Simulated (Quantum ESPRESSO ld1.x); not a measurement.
Radial electron density D(r) = 4 pi r^2 rho(r) of an atom or ion with 61 electrons. Method: Dirac Kohn-Sham, revPBE, spin-unpolarised, spherical densities, point nucleus; computed with ld1.x of Quantum ESPRESSO 7.5.

| r (bohr) | D(r) (e/bohr) |
|---|---|
| 0.002843 | 17.82 |
| 0.003884 | 27.44 |
| 0.005306 | 40.33 |
| 0.007191 | 55.30 |
| 0.009825 | 70.46 |
| 0.01342 | 80.73 |
| 0.01834 | 81.81 |
| 0.02485 | 75.64 |
| 0.03395 | 73.05 |
| 0.04638 | 85.83 |
| 0.06336 | 104.2 |
| 0.08587 | 101.1 |
| 0.1173 | 81.57 |
| 0.1603 | 85.03 |
| 0.219 | 91.01 |
| 0.2967 | 57.70 |
| 0.4054 | 36.16 |
| 0.5538 | 43.06 |
| 0.7566 | 29.81 |
| 1.034 | 14.12 |
| 1.401 | 9.343 |
| 1.914 | 4.953 |
| 2.615 | 1.657 |
| 3.572 | 0.7652 |
| 4.841 | 0.4679 |
| 6.614 | 0.1491 |
| 9.035 | 0.02107 |
| 12.34 | 0.001015 |

What is the nuclear charge?

Answer. Z = 61. The innermost maximum, from 1s, lies near gamma/Z bohr with gamma = sqrt(1 - (Z/c)^2) = 0.895, here 0.0147 bohr (found: 0.0161), and its height grows with Z. The density is that of neutral promethium in [Xe] 4f5 6s2; the configuration itself is not fixed sharply by these data, and Z only to a few units. D(r) has 4 maxima, at r = 0.0161, 0.0714, 0.201, 0.554 bohr, and minima at 0.0313, 0.132, 0.402 bohr, inside which lie 2.02, 11.22, 29.23 electrons.
